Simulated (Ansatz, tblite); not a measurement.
Cost and result up the ladder for the cluster H2Au2⁻ (4 atoms). Total charge -1; doublet. Geometry: PBE0-D4/def2-TZVPD.

```xyz
4

Au    1.9759   -0.6919    0.4689
Au   -0.6835    0.1539   -0.0892
H    -2.2972    0.0867    0.0685
H     1.0048    0.4513   -0.4482
```

Ansatz on 4 threads of Arm Neoverse V1 on a shared host; xTB runs through tblite on one thread. Times are rough, summed over both states, and most runs start from the orbitals of an earlier one. PBE0-D4/def2-TZVPD serves as the yardstick here, not as an exact answer. The other state is a singlet.

In the def2 sets Au takes a core potential; there is no spin–orbit coupling. The xTB rows come from tblite. The structure comes from a short search, and lower isomers may exist.

Raw xTB energies of ions are shifted by several eV, and xTB has no spin-polarisation term.

```json
{"level": "GFN1-xTB", "functions": "22", "wall time": "0.004 s", "vertical IE (eV)": "6.33", "difference from PBE0-D4/def2-TZVPD (eV)": "4.24", "remarks": "–"}
{"level": "GFN2-xTB", "functions": "20", "wall time": "0.004 s", "vertical IE (eV)": "3.38", "difference from PBE0-D4/def2-TZVPD (eV)": "1.29", "remarks": "–"}
{"level": "PBE-D4/def2-TZVPD", "functions": "104", "wall time": "2.2 s", "vertical IE (eV)": "2.11", "difference from PBE0-D4/def2-TZVPD (eV)": "0.01", "remarks": "HOMO above zero (-1 doublet)"}
{"level": "PBE0-D4/def2-TZVPD", "functions": "104", "wall time": "2.6 s", "vertical IE (eV)": "2.09", "difference from PBE0-D4/def2-TZVPD (eV)": "0.00", "remarks": "–"}
{"level": "r2SCAN-D4/def2-TZVPD (with forces)", "functions": "104", "wall time": "5 s", "vertical IE (eV)": "2.21", "difference from PBE0-D4/def2-TZVPD (eV)": "0.12", "remarks": "HOMO above zero (-1 doublet)"}
```
